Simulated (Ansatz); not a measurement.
Gas-phase electronic energies from Ansatz, PBE0-D4/def2-TZVP geometries. CCSD(T)/CBS is the MP2 limit (def2-TZVPP, def2-QZVPP) plus CCSD(T) − MP2 in def2-TZVPP, frozen cores. Functionals use def2-TZVPP. HSE06 is defined as in plane-wave codes. For Mg outer-core shells are correlated without core-valence functions, which leaves a few kJ/mol of doubt a bond. One conformer a species, not always the lowest.

`C[CH](C)[Mg][NH2]` + `NB(N)O` → `CC(C)OB(N)N` + `[NH2][MgH]`  (substitution at a C–Mg bond)

Task: Is it downhill or uphill in electronic energy at CCSD(T)/CBS, and by how much? (An estimate is asked.)

Result: The calculation gave: Uphill: ΔE = +6.0 kcal/mol.

Task: What do these levels give: revPBE-D4, BLYP-D4, BHLYP-D4, ωB97X-V, BLYP, HSE06, LC-ωPBE, HF/def2-SVP, HF/def2-TZVPP, CCSD/def2-TZVPP, HF/def2-QZVPP, CCSD/CBS(def2)? (An estimate is asked.)

Result: The calculation gave: revPBE-D4 4.1, BLYP-D4 3.6, BHLYP-D4 1.7, ωB97X-V 1.5, BLYP 6.4, HSE06 5.5, LC-ωPBE 3.9, HF/def2-SVP -1.4, HF/def2-TZVPP 0.4, CCSD/def2-TZVPP 4.1, HF/def2-QZVPP 0.4, CCSD/CBS(def2) 5.8 kcal/mol.

Largest T1 diagnostic among the species: 0.010.

Leaving LDA and LC-ωPBE aside and taking each functional with its dispersion term where it has one, the values, not all of them listed here, spread over 6.9 kcal/mol, from B97M-V to B2PLYP. LDA lies −4.5 kcal/mol from PBE without D4. At CCSD(T), def2-SVP lies −5.5 kcal/mol from the extrapolated value and def2-TZVPP −1.8 kcal/mol. From BLYP to BHLYP (50 % exact exchange), in def2-TZVPP and without D4, ΔE moves by −3.4 kcal/mol.
